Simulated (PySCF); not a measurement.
Question: Write a Z-matrix for `FC(F)(F)C1=CC=NC=C1` (4-(trifluoromethyl)pyridine) as optimised with GFN2-xTB.

Answer: 
Z-matrix in Å and degrees, rows numbered from 1:
```
F 
C   1  1.3466
F   2  1.3405  1  106.33
F   2  1.3406  1  106.32  3  -113.48
C   2  1.5055  1  111.73  3   123.26
C   5  1.3884  2  120.12  1    89.29
C   6  1.3882  5  117.49  2  -179.17
N   7  1.3198  6  123.34  5     0.26
C   8  1.3198  7  118.68  6     0.09
C   9  1.3882  8  123.34  7    -0.16
H   6  1.0783  5  121.09  2     1.23
H   7  1.0812  6  120.89  5  -179.69
H   9  1.0813  8  115.77  7   179.86
H  10  1.0783  5  121.12  2    -1.27
```

Of the pairs four or more bonds apart, F4···H11 is among the closest relative to their van der Waals radii: 2.52 Å, 94 % of the sum of Bondi's values. The C–C distances run from 1.388 Å (C6–C7, aromatic) to 1.506 Å (C2–C5, drawn single), a spread of 0.118 Å. The 6-membered ring C5–C6–C7–N8–C9–C10 has internal angles of 117.5° to 123.3° (sum 720°, against 720° for a flat polygon); it is planar, 0.00 Å rms from its mean plane, widest ring torsion 1°. N8 (pyridine-type nitrogen) is bent (angle 118.7°).

Computed geometry: GFN2-xTB, gas phase.

Point group: Cs (tolerance 0.08 Å). No frequency check.
